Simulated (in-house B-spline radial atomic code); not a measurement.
A fraction x of an electron is moved 5s → 5p in the xenon ion Xe²⁺, starting from [Kr] 4d10 5s2 5p4 and keeping the highest spin. Computed with a radial B-spline atomic code at the basis-set limit: scalar-relativistic (X2C) TPSS, spin-polarised, spherical fractional occupations, Fermi nucleus of rms radius 4.7859 fm.

```csv
x,E(x) - E(0) (eV),5s down level (eV),5p down level (eV)
0,0.0000,-38.413,-25.697
0.125,1.5898,-38.495,-25.775
0.25,?,?,?
0.375,4.7709,-38.658,-25.930
0.5,6.3621,-38.739,-26.008
0.625,?,?,?
0.75,9.5453,-38.897,-26.163
0.875,11.1371,-38.975,-26.240
1,12.7290,-,-26.317
```

Problem. What belongs in the row x = 0.25?

Solution. An energy change of 3.1801 eV; 5s down at -38.577 eV, 5p down at -25.852 eV.

Problem. What belongs in the row x = 0.625?

Solution. An energy change of 7.9536 eV; 5s down at -38.818 eV, 5p down at -26.085 eV.

Problem. Check Janak's theorem between x = 0.375 and 0.5.

Solution. The slope of the energy is 12.73 eV; the orbital levels give 12.73 eV (ε of the receiving orbital less ε of the emptying one, averaged over the two points).
